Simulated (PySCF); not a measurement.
Molecule: C5H10Si (charge 0, singlet). 
Structure (B3LYP-D3(BJ)/def2-TZVP (Ansatz) minimum search):
```xyz
16

C     -1.4169     1.6306    -0.8536
C     -1.5719     0.3150    -0.7037
C     -0.5087    -0.6746    -0.5258
C     -0.8329    -1.9673    -0.3892
C      0.9217    -0.2149    -0.4668
Si     1.4438     0.3647     1.2570
H     -2.2720     2.2804    -0.9814
H     -0.4460     2.1076    -0.8502
H     -2.5777    -0.0937    -0.7120
H     -1.8658    -2.2903    -0.4027
H     -0.0794    -2.7331    -0.2582
H      1.1074     0.5896    -1.1818
H      1.5878    -1.0366    -0.7382
H      0.5702     1.4515     1.7527
H      2.8417     0.8616     1.2100
H      1.3737    -0.7764     2.1991
```

Dispersion corrections to the total energy (kcal/mol) from the dftd3 and dftd4 libraries through PySCF: D3(BJ) without and D4 with the three-body term, each with the damping fitted for the functional named.

```tsv
functional	D3(BJ)	D4
LC-wPBE	-8.99	___
TPSS	-11.88	-12.18
revPBE	-23.14	___
BHLYP	-12.54	-10.57
BP86	-15.02	___
B2GP-PLYP	-5.80	-3.89
BLYP	-19.69	-19.68
```

Question: Complete the blanks.

Answer: 
- LC-wPBE, D4: -9.99
- revPBE, D4: -27.92
- BP86, D4: -12.19
